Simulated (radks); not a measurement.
Results of a calculation; reference values are marked as such.
All-electron atom: K IV in [Ne] 3s2 3p4.

Level of theory: non-relativistic Kohn-Sham, LDA (Slater exchange, VWN5 correlation), spin-polarised, spherical densities, point nucleus; open shells are filled with parallel spins first (a radial shooting solver on a logarithmic mesh with Libxc functionals).

Energy parts (eV):
part                      energy
total                 -16195.761
kinetic                16170.203
electron-nucleus      -37841.932
Hartree                 6305.825
exchange-correlation    -829.857

Orbitals (lengths in bohr, moments of r in powers of bohr; r(90%) holds 90 % of the orbital's charge):
orbital  occ.  eigenvalue (eV)  r(90%)
1s up       1        -3538.449   0.146
1s down     1        -3537.821   0.146
2s up       1        -391.9779   0.609
2s down     1        -391.3219   0.609
2p up       3        -322.7229   0.581
2p down     3        -321.9139   0.580
3s up       1         -73.0193    1.79
3s down     1         -70.3475    1.81
3p up       3         -55.9333    1.96
3p down     1         -53.3879    1.99

The highest occupied level is 3p down at -53.388 eV. The density falls to 0.001 e/bohr^3 at r = 2.89 bohr. The electron density at the nucleus is 4521 e/bohr^3. Spin moment in Bohr magnetons: 2. Virial ratio -V/T = 2.00158. The spin density at the nucleus is -0.1455 e/bohr^3 (1s -0.3744, 2s -0.0369, 3s 0.2658), a Fermi contact field of -7.63 T. Summed over all electrons, <r^2> = 12.42 bohr^2, which gives a Langevin (diamagnetic) susceptibility term of -9.84 x 10^-6 cm^3/mol.
